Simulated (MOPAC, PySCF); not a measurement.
C₈H₁₄Si, SMILES `CC1=CC=C(C)[Si]1(C)C`, neutral singlet in the gas phase. 

Z-matrix (Å, degrees):
```
Si
C 1 1.8862
H 2 1.1012 1 110.59
H 2 1.1026 3 108.17 1 -121.77
H 2 1.1026 3 108.17 4 -116.47
C 1 1.8862 2 110.45 3 -180.00
H 6 1.1012 1 110.59 2 -180.00
H 6 1.1026 7 108.17 1 121.77
H 6 1.1026 7 108.17 8 116.47
C 1 1.8905 2 113.09 3 52.12
C 10 1.3547 1 105.68 2 -116.75
H 11 1.0979 10 122.77 1 180.00
C 11 1.4826 12 119.46 10 180.00
C 13 1.3547 11 117.77 12 -180.00
H 13 1.0979 14 122.77 1 180.00
C 14 1.4976 13 125.32 15 0.00
H 16 1.1027 14 112.12 13 0.00
H 16 1.1049 17 107.78 14 123.00
H 16 1.1049 17 107.78 18 114.00
C 10 1.4976 11 125.32 12 0.00
H 20 1.1027 10 112.12 11 0.00
H 20 1.1049 21 107.78 10 -123.00
H 20 1.1049 21 107.78 22 -114.00
```
Charge 0, spin multiplicity 1.

All levels are single points at this geometry (B3LYP-D3(BJ)/def2-SVP); Pople sets use spherical d functions. Orbital energies aren't observables, and empty levels follow the basis.

```
level                            HOMO (eV)  LUMO (eV)  gap (eV)  dipole (D)  vertical IE, Delta-SCF (eV)
-------------------------------  ---------  ---------  --------  ----------  ---------------------------
PBE-D3(BJ)/def2-TZVP in PySCF        -4.99      -1.87      3.12        0.67                         7.57
ωB97X-D3(BJ)/def2-TZVP in PySCF      -8.20       1.12      9.32        0.53                         7.78
B3LYP/3-21G in PySCF                 -5.48      -0.66      4.82        0.74                            –
B3LYP/6-311+G** in PySCF             -5.77      -1.19      4.58        0.64                            –
B3LYP/6-31G* in PySCF                -5.46      -0.76      4.70        0.70                         7.42
B3LYP/LANL2DZ in PySCF               -5.58      -0.83      4.75        0.75                            –
BP86/6-31G* in PySCF                 -4.76      -1.57      3.19        0.80                            –
PBE/6-31G* in PySCF                  -4.67      -1.48      3.19        0.80                         7.36
SVWN5/6-31G* in PySCF                -4.78      -1.63      3.15        0.89                         7.52
HF/6-31G* in PySCF                   -7.84       3.04     10.88        0.38                         6.48
HF/STO-3G in PySCF                   -6.06       6.70     12.76        0.89                            –
PM3 in MOPAC                         -8.62       0.18      8.80        0.85                            –
PM6 in MOPAC                         -8.40       0.29      8.69        0.94                            –
```
